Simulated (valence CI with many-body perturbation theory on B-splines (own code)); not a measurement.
**Dy⁵⁹⁺: key properties**

Calculated by configuration interaction combined with many-body perturbation theory (CI+MBPT): five valence electrons over a frozen Dirac-Fock core [He], radial functions for each j: 9 s, 9 p, 8 d, 6 f, 3 g, 1 h, with the one-electron correlation potential Σ1, the two-electron term Σ2, the three-electron term Σ3, Breit, model QED; selected CI, second order for the rest (own B-spline code, finite nucleus).

The last digits are not significant, and no measured levels were compared; by estimate large intervals hold to a few tenths of a per cent, small ones and those within an open d or f shell to about a per cent. Among the levels kept, up to 1100 cm⁻¹ of a level comes from second order outside the variational space, and about a tenth of that is noise between levels of different J, which matters for small intervals.

Levels are named by their leading jj configuration (3d3/2^4 stands for four electrons in 3d with j = 3/2), which in mixed levels can hold well under half, so a name can repeat and another be missing.

Rates and lifetimes use the calculated energies. Strong lines usually hold to 10 to 20 %, long lifetimes can be off by a factor of two.

Q: What is the ground level?

A: (2s^2 2p1/2^2 2p3/2) J=3/2, composition 48 % 2s2 2p3 2P° + 27 % 2s2 2p3 2D° + 25 % 2s2 2p3 4S°, g = 1.327.

Q: What is the ionisation energy?

A: 12987 eV; NIST lists 12986 ± 7 eV (theoretical).

Q: Among levels below 628.96 Ry, which E1 lines absorb most strongly from the ground level?

A: to (2s^2 2p1/2^2 3d5/2) J=5/2 at 0.1660 nm, f = 0.545; to (2s^2 2p1/2 2p3/2 3d3/2) J=5/2 at 0.1502 nm, f = 0.494; to (2s^2 2p1/2 2p3/2 3d3/2) J=3/2 at 0.1501 nm, f = 0.252.

Q: What are the static dipole polarisabilities of the lowest levels?

A: (2s^2 2p1/2^2 2p3/2) J=3/2 0.000129 (tensor 2.6e-05) bohr³, of which the core gives 3.74e-07.

Q: How well does LS coupling describe the low levels?

A: Among the lowest 20 levels the leading LS term, summed over configurations, holds 63 % on average. For single configurations the figures are 63 % in LS and 100 % in jj coupling. Terms mix most in the J = 3/2 level at 537.61 Ry, where the leading one holds 34 %.

Q: Name the longest-lived excited levels whose lifetime is computed, and their main decay.

A: (2s^2 2p1/2 2p3/2^2) J=5/2 at 61.57 Ry lives 1.13 ns, mostly by M1 to (2s^2 2p1/2^2 2p3/2) J=3/2; (2s^2 2p1/2 2p3/2^2) J=1/2 at 64.76 Ry lives 330 ps, mostly by M1 to (2s^2 2p1/2^2 2p3/2) J=3/2; (2s^2 2p1/2 2p3/2^2) J=3/2 at 59.92 Ry lives 192 ps, mostly by M1 to (2s^2 2p1/2^2 2p3/2) J=3/2.

Q: Where does the other parity begin?

A: At (2s 2p1/2^2 2p3/2^2) J=5/2, 81.28 Ry.
